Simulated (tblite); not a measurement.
C6H10OSi2.
SMILES with atom numbers: `[O:1]=[C:2]1[CH:3]=[C:4](/[C:5]([SiH3:6])=[CH:7]\[SiH3:8])[CH2:9]1` (hydrogens: H10 on C3; H11, H12, H13 on Si6; H14 on C7; H15, H16, H17 on Si8; H18, H19 on C9)

Computed with GFN2-xTB (tblite), gas phase: L-BFGS steps from a force-field or distance-geometry start until the largest atomic force falls under 0.01 eV/Å.

Step 4: E = -690.3785 eV
```
atom  x, y, z in Å  |  force x, y, z in eV/Å
O1     -2.7196   -2.6459    0.9416   -0.082  -0.058   0.047
C2     -1.9366   -1.8064    0.5958    0.081   0.086  -0.023
C3     -0.6287   -1.3287    1.0244    0.086   0.026   0.119
C4     -0.5571   -0.3918    0.0353    0.129   0.079   0.008
C5      0.3418    0.6339   -0.4378   -0.281  -0.087  -0.086
Si6    -0.1280    1.6705   -1.9463   -0.128   0.036  -0.075
C7      1.5239    0.9017    0.1396    0.114  -0.023   0.209
Si8     2.1483   -0.0402    1.6261    0.256  -0.028   0.131
C9     -1.9057   -0.7753   -0.5451   -0.120  -0.036  -0.086
H10    -0.0226   -1.6550    1.8421    0.150   0.026   0.072
H11     0.4243    1.0174   -3.1286   -0.053  -0.049  -0.105
H12    -1.5741    1.7820   -1.9355   -0.250   0.029  -0.182
H13     0.4316    3.0165   -1.8380    0.086   0.011   0.059
H14     2.1425    1.6869   -0.2928   -0.164  -0.166   0.115
H15     1.2651    0.1407    2.7773   -0.001   0.002   0.011
H16     2.2630   -1.4277    1.1864    0.081  -0.133   0.102
H17     3.4555    0.4976    1.9361    0.336   0.097   0.124
H18    -2.6715   -0.0048   -0.4704   -0.050  -0.110  -0.275
H19    -1.8620   -1.2620   -1.5176   -0.190   0.297  -0.163
```

Step 5: E = -690.4110 eV
```
atom  x, y, z in Å  |  force x, y, z in eV/Å
O1     -2.7173   -2.6413    0.9405   -0.271  -0.286   0.162
C2     -1.9332   -1.8057    0.5990    0.147   0.197  -0.142
C3     -0.6273   -1.3307    1.0324    0.067   0.217  -0.142
C4     -0.5565   -0.3933    0.0374   -0.047  -0.033   0.009
C5      0.3337    0.6321   -0.4407    0.248   0.087   0.136
Si6    -0.1384    1.6760   -1.9577   -0.019  -0.075   0.155
C7      1.5231    0.8976    0.1500   -0.311  -0.144  -0.044
Si8     2.1654   -0.0466    1.6378    0.131   0.119  -0.015
C9     -1.9087   -0.7792   -0.5457    0.024   0.058  -0.092
H10    -0.0141   -1.6533    1.8457    0.116   0.017   0.079
H11     0.4213    1.0151   -3.1329   -0.066  -0.032  -0.106
H12    -1.5862    1.7833   -1.9450   -0.206   0.040  -0.184
H13     0.4366    3.0170   -1.8344    0.042  -0.028   0.035
H14     2.1365    1.6820   -0.2894   -0.126  -0.145   0.136
H15     1.2644    0.1411    2.7775    0.061  -0.012   0.003
H16     2.2667   -1.4333    1.1919    0.109  -0.125   0.116
H17     3.4740    0.5032    1.9428    0.237   0.045   0.103
H18    -2.6767   -0.0086   -0.4866   -0.025  -0.099  -0.148
H19    -1.8732   -1.2460   -1.5299   -0.111   0.198  -0.060
```

Step 6: E = -690.4291 eV
```
atom  x, y, z in Å  |  force x, y, z in eV/Å
O1     -2.7177   -2.6402    0.9413   -0.191  -0.215   0.141
C2     -1.9314   -1.8048    0.5998    0.078   0.097  -0.112
C3     -0.6245   -1.3290    1.0369   -0.006   0.210  -0.223
C4     -0.5571   -0.3942    0.0380   -0.089  -0.022  -0.026
C5      0.3301    0.6318   -0.4415    0.340   0.106   0.202
Si6    -0.1464    1.6786   -1.9633    0.026  -0.120   0.231
C7      1.5192    0.8923    0.1581   -0.358  -0.156  -0.121
Si8     2.1802   -0.0490    1.6459    0.054   0.150  -0.087
C9     -1.9095   -0.7810   -0.5471    0.046   0.099  -0.110
H10    -0.0062   -1.6515    1.8492    0.047   0.044   0.016
H11     0.4178    1.0129   -3.1378   -0.094   0.000  -0.059
H12    -1.5986    1.7849   -1.9553   -0.109   0.039  -0.175
H13     0.4410    3.0168   -1.8311    0.000  -0.075   0.017
H14     2.1298    1.6758   -0.2844   -0.082  -0.107   0.138
H15     1.2650    0.1411    2.7777    0.118  -0.019  -0.012
H16     2.2714   -1.4395    1.1981    0.129  -0.062   0.140
H17     3.4917    0.5081    1.9494    0.131  -0.001   0.074
H18    -2.6813   -0.0128   -0.5010   -0.008  -0.071  -0.036
H19    -1.8833   -1.2309   -1.5404   -0.032   0.103   0.003
```

Q: Estimate the geometry and energy of step 7. (The exact step hangs on the optimiser's Hessian estimate; all steps are aligned on step 6, rigid shifts and turns removed.)

A: E = -690.4423 eV, largest force 0.243 eV/Å
```
atom  x, y, z in Å  |  force x, y, z in eV/Å
O1     -2.7191   -2.6406    0.9437   -0.031  -0.051   0.069
C2     -1.9308   -1.8047    0.5992   -0.006  -0.014  -0.064
C3     -0.6222   -1.3251    1.0381   -0.067   0.102  -0.184
C4     -0.5585   -0.3938    0.0370   -0.103  -0.001  -0.053
C5      0.3292    0.6323   -0.4400    0.184   0.060   0.147
Si6    -0.1526    1.6784   -1.9638    0.026  -0.120   0.199
C7      1.5134    0.8861    0.1643   -0.185  -0.111  -0.076
Si8     2.1933   -0.0485    1.6508    0.015   0.104  -0.099
C9     -1.9095   -0.7809   -0.5502    0.026   0.074  -0.079
H10     0.0005   -1.6489    1.8516   -0.043   0.092  -0.087
H11     0.4130    1.0112   -3.1427   -0.125   0.035   0.011
H12    -1.6104    1.7870   -1.9669    0.010   0.031  -0.155
H13     0.4446    3.0151   -1.8281   -0.035  -0.115   0.008
H14     2.1227    1.6685   -0.2777   -0.025  -0.046   0.117
H15     1.2679    0.1408    2.7776    0.162  -0.019  -0.023
H16     2.2777   -1.4454    1.2059    0.142   0.021   0.162
H17     3.5084    0.5121    1.9562    0.030  -0.036   0.040
H18    -2.6853   -0.0174   -0.5133   -0.015  -0.016   0.056
H19    -1.8920   -1.2169   -1.5490    0.041   0.008   0.010
```

The energy changes by -0.0132 eV. The first-order estimate −F·Δx gives -0.0192 eV and the mean of the old and new forces, exact on a quadratic surface, -0.0132 eV. The step makes an angle of 63° with the force vector and moves no atom by more than 0.019 Å.

What follows is the cost of the whole relaxation. The run took 1.8 s of wall time on one thread, Arm Neoverse V1 (aarch64), no GPU, shared host with 32 logical CPUs at a one-minute load of 29.
